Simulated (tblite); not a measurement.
Species: C₆H₁₅O₂P.
Numbering: `[CH3:1][CH2:2][C@@H:3]([CH3:4])[P@:5](=[O:6])([OH:7])[CH2:8][CH3:9]` (hydrogens: H10, H11, H12 on C1; H13, H14 on C2; H15 on C3; H16, H17, H18 on C4; H19 on O7; H20, H21 on C8; H22, H23, H24 on C9)

The geometry is computed with GFN2-xTB (gas phase).

Task: What internal coordinates does the optimisation give?

Result: 
```
                  bond  length (pm)   order
                 C1–C2        152.3  single
                 C2–C3        152.6  single
                 C3–C4        152.2  single
                 C3–P5        185.2  single
                 P5=O6        147.0  double
                 P5–O7        162.1  single
                 P5–C8        184.1  single
                 C8–C9        151.9  single
C1–H10, C1–H11, C1–H12        108.7  single
                C2–H13        109.3  single
                C2–H14        109.5  single
                C3–H15        109.5  single
C4–H16, C4–H17, C4–H18        108.9  single
                O7–H19         95.9  single
                C8–H20        109.0  single
                C8–H21        109.4  single
C9–H22, C9–H23, C9–H24        108.8  single
```

Bonds in one row agree within 1 pm and their mean is given. Orders are formal, as drawn. A selection of angles:
```
    angle  degrees
 C1–C2–C3    113.1
 C2–C3–C4    113.4
 C2–C3–P5    112.1
 C4–C3–P5    106.6
 C3–P5–O6    117.3
 C3–P5–O7    101.3
 C3–P5–C8    109.2
 O6–P5–O7    110.1
 O6–P5–C8    114.2
 O7–P5–C8    102.9
 P5–C8–C9    113.6
H19–O7–P5    106.8
```

Dihedral angles: C1–C2–C3–C4 -60° (synclinal); C2–C3–P5–O6 -79° (synclinal); C3–P5–C8–C9 56° (synclinal); H19–O7–P5–C3 128° (anticlinal).

Of the pairs four or more bonds apart, P5···H11 is among the closest relative to their van der Waals radii: 2.73 Å, 91 % of the sum of Bondi's values. O7 (hydroxyl oxygen) is bent (angle 106.8°). The O–P distances run from 1.470 Å (P5=O6, drawn double) to 1.621 Å (P5–O7, drawn single), a spread of 0.151 Å. P5 (phosphoryl phosphorus) is distorted tetrahedral (angles from 101.3° to 117.3°).

Point group: C1 (no symmetry element, even within 0.4 Å). Its GFN2-xTB frequencies are all real (lowest 49 cm⁻¹). One conformer, not necessarily the lowest (C1–C2–C3–C4 -60°, C2–C3–P5–O6 -79°, C3–P5–O7–H 128°, C3–P5–C8–C9 56°). 3 starts were optimised and ended at 0.00, 2.41 and 3.10 kcal/mol (GFN2-xTB); the lowest of these is shown.
